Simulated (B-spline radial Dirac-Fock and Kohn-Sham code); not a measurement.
ΔSCF core binding energies without Breit or QED terms, calculated with an atomic code on a B-spline grid.

A sound run for iridium as Ir⁶⁺, configuration [Xe] 4f14 5d3: The ground state converged in 10 iterations, with total energy -17838.60850 Ha, virial ratio 1.87823 and highest orbital energy -86.92 eV. ΔSCF binding energies: K (1s) 76605.1 eV, L3 (2p3/2) 11345.9 eV, M5 (3d5/2) 2142.0 eV.

A second run, with one unsound setting: The ground state had not converged after 3 iterations, with total energy -17838.59094 Ha, virial ratio 1.87822 and highest orbital energy -86.09 eV. ΔSCF binding energies: K (1s) 76607.1 eV, L3 (2p3/2) 11347.9 eV, M5 (3d5/2) 2143.9 eV (not all states converged, so these are not final).

```
iter   energy (Ha)        error
   1   -17834.79861968  2.22e+00
   2   -17837.77617952  2.76e-01
   3   -17838.59093618  3.98e-02
```

Q: Which fault fits the second run best?
A. overfilled shell
B. too few quadrature points
C. functional not served
D. too few iterations

A: D. The input had maxit = 3: maxit ends the run before self-consistency.
